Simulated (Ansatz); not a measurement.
# What each rung costs, and what it gives

Saddle point of C2H7Ge, doublet (C₂H₃ ([CH][CH2]) + GeH₄ → C₂H₄ (C=C) + GeH₃; bonds formed: H1–C3; bonds broken: H1–Ge2), PBE0-D4/def2-TZVP structure:

```xyz
10
angstrom
H 0.3869 -0.4468 0.1040
Ge 1.8801 -0.1644 0.5463
C -1.3956 -0.5520 -0.4115
C -1.9240 0.6319 -0.5564
H 2.0616 1.3399 0.8083
H 2.2007 -0.9415 1.8329
H 2.8484 -0.6022 -0.5640
H -1.7406 -1.5713 -0.5181
H -2.9646 0.7652 -0.8567
H -1.3529 1.5413 -0.3848
```

Barriers are electronic and count from the start structure reached by relaxing down the imaginary mode. Spin–orbit coupling is left out.

Ansatz 0.2.0; basis: as named in each row; cores frozen in the correlated methods; orbitals are unrestricted. Filled d shells of the heavier atoms are correlated. The def2 sets are not built for correlating such inner shells, so the correlated values are less sure here. B3LYP uses VWN-RPA correlation. Extrapolation: Hartree–Fock as exp(−7.88 √X), correlation as X^−2.97.

Times are rough, for one single point on 8 threads of a shared host (Intel Xeon 6975P-C).

The estimate by CCSD(T) at an estimated basis limit (MP2 extrapolated from triple and quadruple zeta, plus CCSD(T) − MP2 in triple zeta) is 14.2 kJ/mol.

| method | basis | time (s) | barrier (kJ/mol) | method less estimate |
| --- | --- | --- | --- | --- |
| HF | STO-3G | under 1 | 34.9 | 20.7 |
| SPW92 | def2-SVP | under 1 | -20.4 | -34.6 |
| PBE-D4 | STO-3G | under 1 | -3.0 | -17.2 |
| PBE-D4 | def2-SVP | under 1 | -4.7 | -18.9 |
| B3LYP-D4 | 6-31G | under 1 | 1.1 | -13.1 |
| SPW92 | def2-TZVPP | under 1 | -19.0 | -33.1 |
| PBE0-D4 | def2-SVP | under 1 | 3.8 | -10.4 |
| PBE-D4 | def2-TZVPP | under 1 | -3.4 | -17.6 |
| BLYP-D4 | def2-TZVPP | under 1 | -1.1 | -15.3 |
| PBE0-D4 | def2-TZVPP | 1 | 4.6 | -9.6 |
| B3LYP-D4 | def2-TZVPP | 1 | 4.8 | -9.4 |
| BHLYP-D4 | def2-TZVPP | 1 | 13.1 | -1.0 |
| r2SCAN-D4 | def2-TZVPP | 1 | 4.8 | -9.4 |
| CAM-B3LYP-D4 | def2-TZVPP | 1 | 9.1 | -5.1 |
| wB97M-V | def2-SVP | 2 | 9.8 | -4.3 |
| B2PLYP | def2-TZVPP | 2 | 10.4 | -3.7 |
| PBE-QIDH | def2-TZVPP | 2 | 11.5 | -2.7 |
| r2SCAN0-D4 | def2-TZVPP | 2 | 9.0 | -5.1 |
| RPA on PBE | def2-TZVPP | 2 | 17.8 | 3.6 |
| B97M-V | def2-TZVPP | 2 | 8.8 | -5.4 |
| wB97X-V | def2-TZVPP | 2 | 10.2 | -4.0 |
| wB97M-V | def2-TZVPP | 2 | 11.5 | -2.7 |
| CCSD(T) | def2-SVP | 3 | 19.6 | 5.5 |
| MP2 | def2-QZVPP | 6 | 15.8 | 1.6 |
| CCSD(T) | def2-TZVPP | 36 | 14.3 | 0.1 |

All methods are single points on the PBE0-D4 structures; a negative value means that the method puts the saddle structure below the start.

The T1 diagnostic stays at or below 0.028. ⟨S²⟩ of the unrestricted Hartree–Fock references: 0.79 to 0.96 (a pure state has 0.75). The unrestricted reference is spin-contaminated, which hurts MP2 most.

Radical steps of this kind take place in plasma deposition and etching.

Labels in which every atom is bracketed show which atoms are joined, not bond orders.
